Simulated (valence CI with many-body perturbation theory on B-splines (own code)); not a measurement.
**E1 line list for Bi52+**

Calculated by valence CI with perturbative core correlation (CI+MBPT): three valence electrons over a frozen Dirac-Fock core [Ar] 3d10, a basis of 11 s, 11 p, 10 d, 8 f, 5 g, 2 h functions for each j, with the one-electron correlation potential Σ1 (screened to all orders), the two-electron term Σ2, the three-electron term Σ3, Breit, model QED; selected single and double excitations, second order for the rest, scaled by the run's own slope (own B-spline code, finite nucleus).

No measured spectrum was set against this ion. As an estimate, large intervals hold to a few tenths of a per cent, small ones and those within an open d or f shell to about a per cent.

Lines 201 to 250 of 567 in falling wavelength, among levels below 1146.6 eV, chosen from the strongest by gf and those to the six lowest levels. Wavelengths and rates use the calculated energies. Electric multipoles are in the length gauge, E1 and E2 with the static RPA response of the core. Weak lines are less certain than strong ones. Lines between different terms over intervals too small for the method are left out, as are lines whose strength nearly cancels. Where a level lies close to another of its J and parity, the split of strength between their lines is uncertain. The highest levels of a list are the least certain.

Levels are named by their leading jj configuration (3d3/2^4 stands for four electrons in 3d with j = 3/2), which in mixed levels can hold well under half, so a name can repeat and another be missing. Letters in brackets count levels of one name in rising energy.

| λ vac (nm) | Upper | Lower | A (s⁻¹) | S (a.u.) with core polarisation | S without |
| --- | --- | --- | --- | --- | --- |
| 5.327 | (4s 4d5/2 4f5/2) J=1/2 | (4s 4p3/2 4f5/2) J=1/2 | 4.40e+11 | 6.57e-02 | 6.90e-02 |
| 5.325 | (4s 4d5/2 4f5/2) J=9/2 | (4s 4d3/2 4d5/2) J=7/2 [b] | 1.12e+11 | 8.35e-02 | 8.75e-02 |
| 5.320 | (4p1/2 4p3/2 4d5/2) J=5/2 [b] | (4p1/2 4p3/2^2) J=5/2 | 1.18e+11 | 5.27e-02 | 5.55e-02 |
| 5.318 | (4s 4p1/2 4f5/2) J=5/2 [b] | (4s 4p1/2 4d3/2) J=3/2 [b] | 1.95e+11 | 8.70e-02 | 9.11e-02 |
| 5.317 | (4s 4p3/2 4d5/2) J=3/2 [b] | (4s 4p3/2^2) J=1/2 | 4.98e+11 | 1.48e-01 | 1.55e-01 |
| 5.317 | (4s 4d5/2^2) J=7/2 | (4s 4p3/2 4d5/2) J=7/2 [b] | 1.49e+11 | 8.82e-02 | 9.28e-02 |
| 5.315 | (4s 4p3/2 4d5/2) J=5/2 [b] | (4s 4p3/2^2) J=3/2 | 1.01e+12 | 4.48e-01 | 4.71e-01 |
| 5.309 | (4s 4p3/2 4d5/2) J=7/2 [a] | (4s 4p3/2^2) J=5/2 | 4.17e+11 | 2.47e-01 | 2.59e-01 |
| 5.308 | (4p1/2 4p3/2 4f5/2) J=5/2 [b] | (4p1/2 4p3/2 4d3/2) J=3/2 [b] | 4.16e+11 | 1.84e-01 | 1.93e-01 |
| 5.306 | (4s 4d5/2 4f5/2) J=5/2 [b] | (4s 4p3/2 4f5/2) J=3/2 [a] | 1.92e+11 | 8.47e-02 | 8.89e-02 |
| 5.297 | (4p1/2 4p3/2 4d5/2) J=5/2 [b] | (4p1/2 4p3/2^2) J=3/2 | 9.90e+11 | 4.36e-01 | 4.58e-01 |
| 5.292 | (4p1/2 4p3/2 4f5/2) J=3/2 [b] | (4p1/2 4p3/2 4d3/2) J=1/2 [b] | 2.54e+11 | 7.42e-02 | 7.79e-02 |
| 5.283 | (4s 4d5/2 4f5/2) J=7/2 [b] | (4s 4p3/2 4f5/2) J=7/2 | 1.64e+11 | 9.57e-02 | 1.01e-01 |
| 5.279 | (4p1/2 4d5/2^2) J=5/2 | (4p1/2 4p3/2 4d5/2) J=5/2 [a] | 2.69e+11 | 1.17e-01 | 1.23e-01 |
| 5.278 | (4s 4d5/2 4f5/2) J=3/2 [b] | (4s 4p3/2 4f5/2) J=3/2 [a] | 2.40e+11 | 6.96e-02 | 7.31e-02 |
| 5.275 | (4s 4d3/2 4d5/2) J=7/2 [b] | (4s 4p3/2 4d3/2) J=5/2 [a] | 9.48e+10 | 5.49e-02 | 5.76e-02 |
| 5.266 | (4s 4p3/2 4f7/2) J=5/2 [a] | (4s 4p3/2 4d3/2) J=3/2 [b] | 2.48e+11 | 1.07e-01 | 1.12e-01 |
| 5.262 | (4p3/2^2 4d5/2) J=5/2 [b] | (4p3/2^3) J=3/2 | 1.33e+12 | 5.76e-01 | 6.05e-01 |
| 5.260 | (4s 4p3/2 4f5/2) J=3/2 [b] | (4s 4p3/2 4d3/2) J=1/2 [b] | 2.51e+11 | 7.21e-02 | 7.56e-02 |
| 5.256 | (4s^2 4f5/2) J=5/2 | (4s^2 4d3/2) J=3/2 | 1.83e+11 | 7.89e-02 | 8.26e-02 |
| 5.252 | (4p1/2 4p3/2 4f5/2) J=1/2 | (4p1/2 4p3/2 4d3/2) J=1/2 [b] | 2.87e+11 | 4.10e-02 | 4.30e-02 |
| 5.250 | (4s 4p1/2 4f5/2) J=3/2 | (4s 4p1/2 4d3/2) J=1/2 | 2.80e+11 | 7.99e-02 | 8.38e-02 |
| 5.249 | (4s 4p1/2 4d5/2) J=5/2 [b] | (4s 4p1/2 4p3/2) J=5/2 | 1.26e+11 | 5.41e-02 | 5.69e-02 |
| 5.247 | (4s 4p3/2 4f7/2) J=7/2 [b] | (4s 4p3/2 4d3/2) J=5/2 [b] | 3.04e+11 | 1.73e-01 | 1.82e-01 |
| 5.233 | (4s 4d3/2 4f5/2) J=3/2 [a] | (4s 4d3/2^2) J=3/2 | 1.87e+11 | 5.28e-02 | 5.54e-02 |
| 5.232 | (4p1/2 4d5/2^2) J=3/2 | (4p1/2 4p3/2 4d5/2) J=3/2 [a] | 2.59e+11 | 7.32e-02 | 7.70e-02 |
| 5.219 | (4s 4d5/2 4f7/2) J=11/2 | (4s 4p3/2 4f7/2) J=9/2 [a] | 5.21e+10 | 4.39e-02 | 4.63e-02 |
| 5.214 | (4s 4d5/2 4f5/2) J=1/2 | (4s 4d3/2 4d5/2) J=3/2 [b] | 3.14e+11 | 4.39e-02 | 4.61e-02 |
| 5.207 | (4s 4p1/2 4d5/2) J=3/2 | (4s 4p1/2 4p3/2) J=5/2 | 2.65e+10 | 7.39e-03 | 7.80e-03 |
| 5.206 | (4p1/2 4p3/2 4f7/2) J=7/2 [b] | (4p1/2 4p3/2 4d3/2) J=5/2 [b] | 1.52e+11 | 8.47e-02 | 8.90e-02 |
| 5.205 | (4s 4d3/2 4f5/2) J=5/2 [a] | (4s 4d3/2^2) J=3/2 | 1.36e+11 | 5.69e-02 | 5.96e-02 |
| 5.202 | (4s 4d3/2 4f5/2) J=3/2 [b] | (4s 4d3/2^2) J=1/2 | 2.70e+11 | 7.49e-02 | 7.85e-02 |
| 5.200 | (4s 4d3/2 4d5/2) J=3/2 [b] | (4s 4p3/2 4d3/2) J=1/2 [a] | 1.68e+11 | 4.66e-02 | 4.89e-02 |
| 5.194 | (4s 4d3/2 4f5/2) J=7/2 [b] | (4s 4d3/2^2) J=5/2 | 3.61e+11 | 2.00e-01 | 2.09e-01 |
| 5.192 | (4s 4d5/2 4f5/2) J=9/2 | (4s 4d3/2 4d5/2) J=9/2 | 2.12e+11 | 1.47e-01 | 1.54e-01 |
| 5.182 | (4p1/2 4d5/2^2) J=9/2 | (4p1/2 4p3/2 4d5/2) J=9/2 | 9.74e+10 | 6.69e-02 | 7.03e-02 |
| 5.180 | (4s 4d3/2 4d5/2) J=5/2 [b] | (4s 4p3/2 4d3/2) J=3/2 [a] | 2.84e+11 | 1.17e-01 | 1.23e-01 |
| 5.172 | (4s 4p3/2 4f7/2) J=9/2 [a] | (4s 4p3/2 4d3/2) J=7/2 | 2.83e+11 | 1.93e-01 | 2.03e-01 |
| 5.170 | (4s 4d5/2^2) J=3/2 | (4s 4p3/2 4d5/2) J=3/2 [a] | 2.56e+11 | 7.00e-02 | 7.36e-02 |
| 5.166 | (4s 4d3/2 4f5/2) J=5/2 [b] | (4s 4d3/2^2) J=5/2 | 2.10e+11 | 8.56e-02 | 8.99e-02 |
| 5.164 | (4s 4p3/2 4f7/2) J=7/2 [c] | (4s 4p3/2 4d3/2) J=5/2 [b] | 3.58e+11 | 1.94e-01 | 2.04e-01 |
| 5.157 | (4s 4d3/2 4f5/2) J=1/2 | (4s 4d3/2^2) J=1/2 | 5.18e+11 | 7.02e-02 | 7.37e-02 |
| 5.157 | (4p1/2 4p3/2 4f5/2) J=7/2 [b] | (4p1/2 4p3/2 4d3/2) J=5/2 [b] | 7.04e+11 | 3.81e-01 | 4.01e-01 |
| 5.143 | (4s 4p3/2 4f5/2) J=7/2 | (4s 4p3/2 4d3/2) J=5/2 [a] | 5.23e+11 | 2.81e-01 | 2.95e-01 |
| 5.127 | (4s 4p3/2 4f5/2) J=5/2 [b] | (4s 4p3/2 4d3/2) J=3/2 [b] | 1.67e+11 | 6.66e-02 | 6.99e-02 |
| 5.116 | (4s 4d5/2 4f5/2) J=3/2 [a] | (4s 4d3/2 4d5/2) J=3/2 [a] | 4.58e+11 | 1.21e-01 | 1.27e-01 |
| 5.103 | (4s 4p3/2 4f7/2) J=5/2 [c] | (4s 4p3/2 4d5/2) J=5/2 [a] | 2.52e+11 | 9.92e-02 | 1.04e-01 |
| 5.102 | (4s 4d5/2 4f5/2) J=5/2 [a] | (4s 4d3/2 4d5/2) J=5/2 [a] | 4.30e+11 | 1.69e-01 | 1.78e-01 |
| 5.094 | (4s 4p3/2 4f5/2) J=5/2 [a] | (4s 4p3/2 4d3/2) J=5/2 [a] | 2.06e+11 | 8.06e-02 | 8.47e-02 |
| 5.092 | (4s 4p3/2 4f5/2) J=1/2 | (4s 4p3/2 4d3/2) J=1/2 [a] | 3.01e+11 | 3.93e-02 | 4.12e-02 |
